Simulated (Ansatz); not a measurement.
A set of 12 reactions (hydrolysis), with CCSD(T)/CBS values in kJ/mol:

```
                                                                  reaction      ΔE
                      `Cl[SiH2]S[SiH2]Cl` + H₂O → `O[SiH2]S[SiH2]Cl` + HCl    -0.6
        `[OH][Al]([Br])[O][SiH3]` + H₂O → `[OH][Al]([OH])[Br]` + `O[SiH3]`    25.7
                                        `CSC(C)S` + H₂O → `CC(O)S` + CH₃SH    45.6
`[OH][Nb]([OH])([F])([F])[F]` + H₂O → `[OH][Nb]([OH])([OH])([F])[F]` + H–F    28.3
                            `COB([SiH3])Cl` + H₂O → `OB([SiH3])Cl` + CH₃OH     9.8
                       `CC1=[C]([AlH2])N1` + H₂O → `CC1=C(O)N1` + `[AlH3]`   135.0
      `[NH2][Mo]([F])(=[S])=[S]` + H₂O → `[NH2][Mo]([OH])(=[S])=[S]` + H–F    26.7
             `O[SiH2][SiH2][SiH2]Cl` + H₂O → `O[SiH2]O` + `[SiH3][SiH2]Cl`  -112.1
                   `CO[Si](Cl)(Cl)N(C)C` + H₂O → `CO[Si](O)(Cl)Cl` + `CNC`   -33.7
                    `CO[SiH2]N[SiH2]Cl` + H₂O → `O[SiH2]N[SiH2]Cl` + CH₃OH     5.9
                   `N[SiH2][SiH2][SeH]` + H₂O → `O[SiH2][SeH]` + `N[SiH3]`   -88.1
                        `NB(Cl)[O][GeH3]` + H₂O → `NB(O)Cl` + `[OH][GeH3]`     2.2
```

Computed with Ansatz on PBE0-D4/def2-TZVP structures; ΔE is electronic, products minus reactants. CCSD(T)/CBS adds triple-zeta CCSD(T) − MP2 to the extrapolated MP2 energy (def2 sets, frozen cores). This one scheme is used for every species. DFT in def2-TZVPP. B3LYP here is the variant with VWN-RPA as its local correlation; programs differ in this. def2 core potentials past Kr. For Br, Ge, Mo, Nb, Se outer-core shells are correlated without core-valence functions, which leaves a few kJ/mol of doubt a bond. Scalar relativity is left out up to krypton. One conformer a species, not always the lowest.

(1) Give the mean, mean absolute and largest difference (level minus CCSD(T)/CBS, kJ/mol) for: r2SCAN-D4, ωB97X-V, B2PLYP, PBE, PBE0, B3LYP, MP2/def2-TZVPP, SCS-MP2/def2-TZVPP, CCSD(T)/def2-TZVPP, HF/def2-QZVPP, MP2/def2-QZVPP, SCS-MP2/def2-QZVPP, MP2/CBS(def2), CCSD/CBS(def2). (Best estimate.)

The largest T1 diagnostic in the set is 0.025, for `[NH2][Mo]([OH])(=[S])=[S]` (customary mark 0.02).

CCSD(T)/CBS is a level of theory with its own doubt, and the functionals carry their triple-zeta basis error, so these figures describe this set and don't rank the functionals.

Answers

(1) The calculation gave: 
| level | mean | mean absolute | largest |
| --- | --- | --- | --- |
| r2SCAN-D4 | -3.1 | 6.1 | -10.6 |
| ωB97X-V | -4.4 | 7.1 | -19.9 |
| B2PLYP | -6.6 | 8.4 | -13.1 |
| PBE | -3.6 | 11.0 | -19.5 |
| PBE0 | -4.2 | 8.9 | -18.2 |
| B3LYP | -8.9 | 12.1 | -22.7 |
| MP2/def2-TZVPP | -2.0 | 3.4 | -8.9 |
| SCS-MP2/def2-TZVPP | -4.8 | 4.8 | -14.3 |
| CCSD(T)/def2-TZVPP | -3.1 | 3.1 | -7.5 |
| HF/def2-QZVPP | -13.2 | 16.8 | -32.7 |
| MP2/def2-QZVPP | -0.1 | 3.6 | 9.8 |
| SCS-MP2/def2-QZVPP | -3.1 | 3.3 | -13.0 |
| MP2/CBS(def2) | 1.1 | 4.2 | 12.9 |
| CCSD/CBS(def2) | -1.7 | 2.1 | -4.3 |
